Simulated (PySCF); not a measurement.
A calculated (BP86, PySCF 2.14, Sapporo-DKH3-DZP-2012, scalar relativity by spin-free X2C-1e) atom or ion has these occupied shells.

```
shell  electrons  orbital energy (eV)  rms radius, mean of both spins (bohr)
 1s β          1              -4902.2                                 0.0804
 1s α          1              -4902.2                                 0.0804
 2s α          1              -571.72                                  0.353
 2s β          1              -571.43                                  0.353
 2p α          3              -479.08                                  0.322
 2p β          3              -478.85                                  0.322
 3s α          1              -95.762                                   1.06
 3s β          1              -94.831                                   1.06
 3p α          3              -71.644                                   1.14
 3p β          3              -70.702                                   1.14
 3d α          1              -35.667                                   1.44
```

(1) Name the element and its charge.

## Answers

(1) Ti³⁺ (titanium, charge +3), in [Ar] 3d1, 2D determinant.
